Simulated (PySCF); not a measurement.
C4H9NSi, SMILES [SiH3]N1CC=CC1.

The structure is a stationary point at r2SCAN-D4/def2-SVP. This is a generated structure with no PubChem entry under its InChIKey; it may be hypothetical. The values are those of a single conformer.

Computed with TDDFT-LC-ωPBE/def2-SVPD (PySCF).

Vertical excitations. Gas-phase values at a fixed geometry. State labels are in the subgroup Cs.

```csv
state,symmetry,energy (eV),λ (nm),f,main pairs
S1,A",6.16,201,0.074,HOMO→LUMO+1 97 %
S2,A',6.22,199,0.007,"HOMO→LUMO 56 %, HOMO→LUMO+2 24 %"
S3,A',7.04,176,0.025,"HOMO→LUMO+3 37 %, HOMO→LUMO 19 %, HOMO→LUMO+6 14 %, HOMO→LUMO+2 9 %"
S4,A",7.08,175,0.000,"HOMO→LUMO+5 63 %, HOMO→LUMO+4 16 %"
S5,A',7.47,166,0.031,"HOMO→LUMO+6 39 %, HOMO→LUMO+2 27 %, HOMO→LUMO 17 %"
S6,A',7.57,164,0.033,"HOMO→LUMO+6 25 %, HOMO−1→LUMO 21 %, HOMO→LUMO+2 20 %, HOMO→LUMO+3 15 %"
S7,A",7.64,162,0.161,HOMO−1→LUMO+1 89 %
S8,A",7.79,159,0.004,"HOMO→LUMO+4 72 %, HOMO→LUMO+5 11 %"
S9,A',8.10,153,0.035,"HOMO→LUMO+7 34 %, HOMO−1→LUMO+2 13 %, HOMO−1→LUMO+3 13 %, HOMO−1→LUMO 12 %"
S10,A',8.49,146,0.016,HOMO→LUMO+9 79 %
T1,A",4.09,303,0,"HOMO−1→LUMO+1 62 %, HOMO→LUMO+1 25 %"
T2,A',5.97,208,0,"HOMO→LUMO 41 %, HOMO→LUMO+2 30 %, HOMO→LUMO+3 13 %"
T3,A",6.29,197,0,"HOMO→LUMO+1 71 %, HOMO−1→LUMO+1 22 %"
T4,A',6.59,188,0,"HOMO→LUMO 29 %, HOMO→LUMO+3 21 %, HOMO→LUMO+6 21 %, HOMO→LUMO+7 9 %"
```
Triplets are in the Tamm–Dancoff approximation, which puts them higher than full response would, so one can lie above its singlet here.
Roots above 8.2 eV, the ΔSCF ionisation energy, lie in the ionisation continuum and depend on the basis.
